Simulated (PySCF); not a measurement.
## Ar⁺: ionisation energy

Ar⁺ [Ne] 3s2 3p5 (2P) → Ar²⁺ [Ne] 3s2 3p4 (3P), as a difference of total energies. All numbers are calculated (PySCF 2.14, scalar relativity by spin-free X2C-1e, in dyall-acv3z (19s12p6d4f, 113 functions)). Correlated levels: valence: [Ne] frozen; virtual orbitals above 40 to 60 times the deepest correlated orbital energy dropped. The calculations carry no spin-orbit coupling.

| method | ionisation energy (eV) |
| --- | --- |
| UHF | 26.354 |
| MP2 (valence) | 27.376 |
| SCS-MP2 (valence) | 27.377 |
| CCSD (valence) | 27.339 |
| CCSD(T) (valence) | 27.379 |

Problem. How much does correlation contribute at CCSD(T) (valence)?

Solution. 27.379 − (26.354) = 1.025 eV, measured against UHF.

A first-order spin-orbit estimate (lowest level to lowest level, LS coupling) adds -0.006 eV.

Errors of the correlated levels include the incompleteness of this basis and the frozen core.

For comparison: 27.630 eV (measured; NIST Atomic Spectra Database, ionization energies).
